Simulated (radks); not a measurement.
Task: Radial electron density D(r) = 4 pi r^2 rho(r) of an atom or ion with 18 electrons. All-electron calculation, scalar-relativistic Kohn-Sham, XLYP, spin-polarised, spherical densities, finite nucleus; Fermi nuclear charge, rms radius of each element as measured or else 0.836 A^(1/3) + 0.57 fm. Program: a radial shooting solver on a logarithmic mesh with Libxc functionals.

r (bohr)  D(r) (e/bohr)
0.006428          2.246
0.007247          2.756
0.008171          3.368
0.009213          4.096
0.01031           4.894
0.01162           5.888
0.0131            7.037
0.01477           8.347
0.01652           9.716
0.01863           11.33
0.021             13.07
0.02368           14.90
0.0267            16.77
0.02986           18.47
0.03367           20.17
0.03796           21.63
0.0428            22.74
0.04788           23.37
0.05398           23.54
0.06086           23.16
0.06862           22.28
0.07737           21.02
0.08654           19.69
0.09758           18.36
0.11              17.41
0.124             17.11
0.1387            17.54
0.1564            18.74
0.1764            20.51
0.1989            22.43
0.2242            23.98
0.2508            24.61
0.2828            24.06
0.3188            22.12
0.3595            19.00
0.4021            15.50
0.4533            11.75
0.5111            8.679
0.5763            6.738
0.6498            6.032
0.7268            6.259
0.8195            6.972
0.9239            7.604
1.042             7.723
1.165             7.223
1.314             6.125
1.481             4.709
1.67              3.275
1.883             2.054
2.106             1.206
2.375            0.6116
2.677            0.2751
3.019            0.1084
3.377           0.03945
3.807           0.01110
4.293          0.002536

What is the nuclear charge?

Result: Z = 20. The innermost maximum, from 1s, lies near gamma/Z bohr with gamma = sqrt(1 - (Z/c)^2) = 0.989, here 0.0495 bohr (found: 0.0527), and its height grows with Z. The density is that of the calcium ion Ca2+ in [Ar]; the configuration itself is not fixed sharply by these data, and Z only to about a unit. D(r) has 3 maxima, at r = 0.0527, 0.253, 1.00 bohr, and minima at 0.123, 0.660 bohr, inside which lie 2.16, 10.35 electrons.
